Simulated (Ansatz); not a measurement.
Reaction (substitution at a C–Ga bond): `CO[CH2][GaH][OH]` + H₂Se → `COC[SeH]` + `[OH][GaH2]`

Calculated with Ansatz (gas phase, PBE0-D4/def2-TZVP geometries, no zero-point term in ΔE). CCSD(T)/CBS adds triple-zeta CCSD(T) − MP2 to the extrapolated MP2 energy (def2 sets, frozen cores). DFT in def2-TZVPP. B3LYP here is the variant with VWN-RPA as its local correlation; programs differ in this. For Ga, Se outer-core shells are correlated without core-valence functions, which leaves a few kJ/mol of doubt a bond. Scalar relativity is left out up to krypton. Each species was taken in one conformer, which may not be the lowest.

```tsv
level	ΔE (kcal/mol)	difference from CCSD(T)/CBS
PBE-D4	2.0	-1.4
r2SCAN-D4	2.1	-1.3
PBE0-D4	2.3	-1.1
B2PLYP	2.3	-1.1
B3LYP	2.5	-0.9
HF/def2-TZVPP	1.9	-1.5
SCS-MP2/def2-TZVPP	2.0	-1.4
HF/def2-QZVPP	1.7	-1.7
MP2/CBS(def2)	2.8	-0.6
CCSD/CBS(def2)	3.7	0.3
CCSD(T)/CBS	3.4	0
```

Largest T1 diagnostic among the species: 0.015.
